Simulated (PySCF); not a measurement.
# Electron correlation in F²⁺ (fluorine, charge +2)

[He] 2s1 2p3 3d1, high-spin 6D determinant (an excited configuration). Computed with PySCF 2.14 in dyall-av3z, with the non-relativistic Hamiltonian (point nucleus). Frozen: 1s2; 5 electrons correlated; the 13 highest virtual orbitals of each spin left out.

```csv
level,correlation energy (mhartree)
CCSD,-41.64
(T),-0.17
CCSD(T),-41.81
```

Diagnostics: T1 = 0.0013, D1 = 0.0033, largest double amplitude 0.012.

Task: Is a single reference adequate?

Result: Yes: T1 lies below 0.03 and no double amplitude reaches 0.07.
